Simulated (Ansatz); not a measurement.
Ideal-gas functions of `[OH][Ta]([F])([F])([F])[F]` at 400 K and 1 bar, from an Ansatz frequency run at PBE0-D4/def2-TZVP.

Molar mass 273.95 g/mol, point group C3v (symmetry number 3), electronic degeneracy 1, moments of inertia 196.42, 229.439, 229.837 u Å². Harmonic wavenumbers (cm⁻¹, unscaled): 93, 94, 189, 189, 256, 287, 288, 373, 373, 640, 692, 692, 695, 773, 3998.

Use S(trans) = R[1.5 ln M + 2.5 ln T − 1.1517]; rotational temperatures θ = 24.2544 K / I; S(rot) = R[ln(√π/σ · √(T³/θAθBθC)) + 1.5]; for each mode x = 1.438777 ν̃/T, S = R[x/(eˣ − 1) − ln(1 − e⁻ˣ)] and H = RT x/(eˣ − 1); 1 cm⁻¹ = 0.0119627 kJ/mol; R = 8.31446 J/(mol·K).

Question: By hand: the entropy, in J/(mol·K).

Answer: Translation 185.0. Rotation: θ = 0.1235, 0.1057, 0.1055 K, giving 110.2. Vibration, mode by mode: 17.46, 17.37, 11.68, 11.68, 9.29, 8.41, 8.38, 6.47, 6.47, 3.00, 2.59, 2.59, 2.57, 2.06, 0.00, in all 110.0. Electronic 0.0. Sum 405.2 J/(mol·K).

Question: By hand: H − E and G − E in kJ/mol, counted from the electronic energy.

Answer: Zero-point energy ½ × 9632 × 0.0119627 = 57.6; thermal vibration 22.9; translation, rotation and pV give 4 RT = 13.3. H − E = 93.8 kJ/mol, and G − E = 93.8 − 400 × 405.2/1000 = -68.3 kJ/mol.

Vibration gives 27 % of the entropy, 34.8 J/(mol·K) of it from the modes under 150 cm⁻¹: soft modes count most, and the harmonic formula is weakest for them. The sum counts one conformer and one mirror image; others add a mixing term.
